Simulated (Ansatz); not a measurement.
Te₂Pt. Total charge 0; triplet. Geometry PBE0-D4/def2-TZVP; atoms count from 1.

```xyz
3

Pt   -0.233    0.584    1.242
Te   -0.935   -1.153   -0.414
Te    1.168    0.569   -0.829
```

In the def2 sets Pt, Te take a core potential; there is no spin–orbit coupling. The structure comes from a short search, and lower isomers may exist.

**Question.** Estimate the Mulliken populations from the PBE0/def2-TZVP orbitals of Ansatz.

**Answer.** 
```tsv
atom	charge (e)	spin (α − β)	d electrons
Pt1	0.21	0.39	9.03
Te2	-0.10	0.81	–
Te3	-0.10	0.81	–
```
Mulliken values depend strongly on the basis.

**Question.** Where does the spin sit?

**Answer.** Summed by element: Pt 0.39, Te 1.61, of 2 unpaired in all. Largest on single atoms: Te2 0.81, Te3 0.81, Pt1 0.39.

**Question.** And the Mayer bond orders between heavy atoms (over 0.3)?

**Answer.** Pt1–Te2 1.05 (2.50 Å); Pt1–Te3 1.05 (2.50 Å); Te2–Te3 1.38 (2.75 Å).
